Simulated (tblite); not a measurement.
Species: C₆H₁₄NPSi.
Geometry (GFN2-xTB, Å), atoms numbered from 1 in this order:
```xyz
23
C6H14NPSi angstrom
C      2.391    1.827   -1.592
C      2.208    0.652   -1.739
C      1.937   -0.752   -1.898
P      0.681   -1.456   -0.690
Si     1.426   -0.604    1.251
C     -0.659   -0.166   -0.845
N     -1.212    0.036    0.480
C     -1.908    1.301    0.596
C     -2.061   -1.070    0.866
H      2.583    2.852   -1.475
H      2.854   -1.332   -1.752
H      1.564   -0.949   -2.910
H      1.381    0.852    1.350
H      0.674   -1.246    2.326
H      2.832   -1.028    1.347
H     -0.199    0.765   -1.189
H     -1.424   -0.469   -1.580
H     -2.252    1.424    1.623
H     -2.777    1.367   -0.075
H     -1.222    2.114    0.361
H     -1.498   -1.999    0.769
H     -2.361   -0.949    1.906
H     -2.964   -1.142    0.240
```

Calculated harmonic vibrations of the isolated species, GFN2-xTB (tblite), most abundant isotopes, no scaling. Errors from tens to a few hundred cm⁻¹ against measured bands are possible. Modes of hydrogen on silicon can be 10 to 20 % off. One conformer, not necessarily the lowest.

Harmonic wavenumbers (cm⁻¹): 44.4, 64.5, 75.6, 105.6, 133.0, 161.2, 203.0, 211.8, 228.2, 241.4, 267.1, 288.7, 372.3, 398.2, 407.1, 440.9, 460.9, 514.4, 527.3, 622.4, 630.8, 703.3, 743.2, 747.0, 784.5, 799.7, 808.4, 864.8, 895.0, 1002.3, 1039.9, 1052.9, 1078.7, 1112.7, 1114.7, 1168.1, 1194.5, 1240.5, 1266.3, 1287.5, 1403.9, 1410.4, 1422.0, 1451.0, 1480.3, 1485.0, 1491.5, 1494.3, 2181.1, 2264.0, 2271.9, 2276.9, 2802.8, 2860.3, 2867.6, 2909.0, 2934.4, 2936.4, 2995.1, 3009.4, 3014.0, 3015.6, 3395.3.

A = 1551, B = 830.1, C = 756.6 MHz; mass 159.063 u (most abundant isotopes); point group C1, symmetry number 1.

Q: What is the zero-point energy?

A: ½Σν̃ = 39338 cm⁻¹ = 470.58 kJ/mol.

Q: Entropy at 200 K, 1 bar (ideal gas, RRHO, classical rotation)?

A: Translation 163.78, rotation 121.29, vibration 115.91: S = 401.0 J/(mol K).

Q: And Cp and H(200 K) − H(0)?

A: Cp = 159.85 J/(mol K), of which vibrations give 126.60 (their classical limit is 63 R = 523.8); H(200 K) − H(0) = 19.48 kJ/mol without the zero-point energy, 12.83 from vibrations.

Q: How do the functions run with temperature in this model?

A: 
| T (K) | S (J/(mol K)) | Cp (J/(mol K)) | H − H(0) (kJ/mol) | G − H(0) (kJ/mol) | ln q(vib) |
| --- | --- | --- | --- | --- | --- |
| 50 | 256.9 | 63.9 | 2.27 | -10.58 | 0.71 |
| 100 | 312.6 | 100.1 | 6.39 | -24.87 | 2.40 |
| 298.15 | 474.7 | 212.1 | 37.77 | -103.76 | 9.97 |
| 373.15 | 526.2 | 248.2 | 55.05 | -141.32 | 12.77 |
| 500 | 606.4 | 299.9 | 89.94 | -213.24 | 17.34 |
| 750 | 742.9 | 373.4 | 174.75 | -382.43 | 25.75 |
| 1000 | 857.5 | 422.8 | 274.67 | -582.87 | 33.38 |

q(vib) and H(0) count from the zero-point level.

Q: Which modes carry the vibrational entropy at 200 K?

A: 44.4 cm⁻¹: 17.84; 64.5 cm⁻¹: 14.77; 75.6 cm⁻¹: 13.48; 105.6 cm⁻¹: 10.80; 133.0 cm⁻¹: 8.99; 161.2 cm⁻¹: 7.53 J/(mol K); the other 57 give 42.50 together.

Hindered rotation and anharmonicity are outside this model. Other conformers, if any are populated, would add a mixing term that is left out. The structure is chiral; the term R ln 2 for an equal mix with its mirror image is left out.
